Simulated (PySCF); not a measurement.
Si(F)(Cl)(Br)(NH2) (BrClFH2NSi), SMILES N[Si](F)(Cl)Br.

Geometry optimised at ωB97X-D3(BJ)/def2-SVP. This is a generated structure with no PubChem entry under its InChIKey; it may be hypothetical. The values are those of a single conformer.

Two levels are set side by side: TDDFT-PBE/def2-SVPD (PySCF) and TDDFT-PBE0/def2-SVPD (PySCF). Vertical, same geometry. The lowest singlet is HOMO→LUMO 99 % with PBE and HOMO→LUMO 97 % with the other functional; states are paired by order. Differences are taken from unrounded values.

| quantity | TDDFT-PBE |
|---|---|
| lowest singlet excitation (eV) | 5.94 |
| lowest triplet excitation (TDA) (eV) | 5.71 |

Q: These are the TDDFT-PBE values. What does TDDFT-PBE0 give? (The exact figures need the calculation; the answer reports its results.)

A: 
```json
[
 {"quantity": "lowest singlet excitation (eV)", "TDDFT-PBE0": "6.87", "TDDFT-PBE minus TDDFT-PBE0": "-0.93"},
 {"quantity": "lowest triplet excitation (TDA) (eV)", "TDDFT-PBE0": "6.49", "TDDFT-PBE minus TDDFT-PBE0": "-0.78"}
]
```

Functionals without exact exchange tend to place singlet excitations lower, as here. Differences between two approximate levels are no errors against the true value.

Rough cost on one machine, each run with all the roots and properties that it gave: TDDFT-PBE0 against TDDFT-PBE about 6 times.
